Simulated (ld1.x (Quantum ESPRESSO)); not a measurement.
**Transferability test, TM potential for Si**

silicon (Si), norm-conserving Troullier–Martins (Kleinman–Bylander form), made with ld1.x (Quantum ESPRESSO) 7.5 (BLYP, non-relativistic). Core [Ne], reference 3s1.75 3p2.25. Waves: 3s (bound): rc 1.45 bohr; 3p (bound): rc 1.80 bohr; 3d channel at 0.45 Ry: rc 1.40 bohr. Local part: the d channel. Core correction: none.

Energies are relative to the spin-unpolarised reference configuration 3s1.75 3p2.25; without spin polarisation the order of configurations can differ from experiment.

```csv
valence configuration,charge,ΔE all-electron (eV),error AE − PS (meV)
3s2 3p2,0,-1.681,+0.4
3s2 3p1,+1,5.919,+238
3s2 3p0,+2,21.820,+899
3s1 3p3,0,5.113,+4.0
3s2 3p1.5,+0.5,1.168,+93
3s0 3p4,0,12.075,+18
```

Question: What are ΔE and the potential's error for 3s1 3p2?

Answer: ΔE = 13.310 eV all-electron; the error (AE − PS) is +163 meV.

Levels in the configuration 3s1 3p2:

```csv
level,all-electron (eV),pseudo (eV)
3s,-19.592,-19.418
3p,-12.140,-11.801
```

ld1.x printed “convergence not achieved” for 6 of the counted tests; their residual had stalled under 1e-8, short of the target of 1e-14.
